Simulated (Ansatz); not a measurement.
Species: H3OSeSi, SMILES `[O-][SiH2][SeH]` (O–Si–Se–H torsion 179°) (charge -1, multiplicity 1).

Problem. Give a relaxed geometry from Ansatz (a quantum-chemistry and plane-wave program) with CAM-B3LYP-D3(BJ)/def2-TZVPD.

Solution. One answer among several that fit: the end point of this relaxation, one of several conformers (outside a Z-matrix the atoms follow the SMILES, hydrogens last).
Cartesian coordinates (Å) in one orientation:
```xyz
6

O     -1.745     1.176    -0.112
Si    -0.695     0.042    -0.037
Se     1.528     0.929     0.090
H     -0.720    -0.875     1.156
H     -0.570    -0.898    -1.205
H      2.202    -0.375     0.108
```
